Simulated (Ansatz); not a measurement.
Program: Ansatz. Geometries: PBE0-D4/def2-TZVP. ΔE: electronic, gas phase. CCSD(T)/CBS is the MP2 limit (def2-TZVPP, def2-QZVPP) plus CCSD(T) − MP2 in def2-TZVPP, frozen cores. Each species was taken in one conformer, which may not be the lowest.

`CCC1CCCCC1` → `C=CCCCCCC`  (isomerisation)

```json
{"species": "`CCC1CCCCC1`", "SCS-MP2/def2-TZVPP energy (Eh)": "-313.78649"}
{"species": "`C=CCCCCCC`", "SCS-MP2/def2-TZVPP energy (Eh)": "-313.74889"}
```

(1) Work out ΔE.

Largest T1 diagnostic among the species: 0.009.

Answers

(1) ΔE = (-313.74889) − (-313.78649) = 0.03760 Eh = +98.7 kJ/mol. CCSD(T)/CBS gives +97.4 kJ/mol.

The D4 term adds +11.7 kJ/mol with B3LYP and +6.1 kJ/mol with PBE0; it sums over pairs of atoms, weighted by their polarisabilities, and B3LYP, whose exchange is more repulsive, gets the larger term. From PBE to PBE0 (25 % exact exchange), in def2-TZVPP and without D4, ΔE moves by +13.5 kJ/mol. In def2-TZVPP, CCSD(T) changes the Hartree–Fock value by +23.1 kJ/mol (the triples alone add +0.2 kJ/mol) and MP2 by +34.1 kJ/mol.

B3LYP here is the variant with VWN-RPA as its local correlation; programs differ in this.
